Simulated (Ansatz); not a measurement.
**Ansatz input wanted**

GaH2OF+: 5 atoms, total charge +1, spin state doublet. As SMILES of the parent species, `[OH][GaH][F]`. The shape is that of a PBE0-D4/def2-TZVP optimisation. This is one conformer, not always the lowest. That shape belongs to the parent species and isn't relaxed for this state.

```xyz
5

O    -1.1304   -0.5887   -0.2838
Ga    0.3837    0.2805    0.0156
F     0.4383    1.7778   -0.8812
H    -1.2106   -1.4207    0.1872
H     1.5690   -0.1226    0.9209
```

Settings wanted:

```yaml
basis_set: cc-pVDZ
integral_approximation: none
task: energy
method: DFT
functional: wB97M-V
reference: UKS
accuracy: high
start_density: atoms
```

**Question.** Write the Ansatz 0.2.0 input and the command.

**Answer.** This one ran through:

input.yaml:
```yaml
crystal:
  periodic: [false, false, false]
  atoms:
    - {symbol: O, position_ang: [-1.130400, -0.588700, -0.283800]}
    - {symbol: Ga, position_ang: [0.383700, 0.280500, 0.015600]}
    - {symbol: F, position_ang: [0.438300, 1.777800, -0.881200]}
    - {symbol: H, position_ang: [-1.210600, -1.420700, 0.187200]}
    - {symbol: H, position_ang: [1.569000, -0.122600, 0.920900]}
basis:
  gaussian: {orbitals: cc-pVDZ}
total_charge: 1
magnetization: {spin_polarized: true, initial_magnetization: 1}
hamiltonian: {xc: {name: wB97M-V}}
accuracy: high
output: {orbitals: {seedname: orbitals}}
```

```bash
$ ansatz run input.yaml --threads 1 --pin off --max-ram 3480MiB --events-out events.jsonl --progress --plain --runs-dir runs
```

Calculated total energy: -2100.56368 Eh.
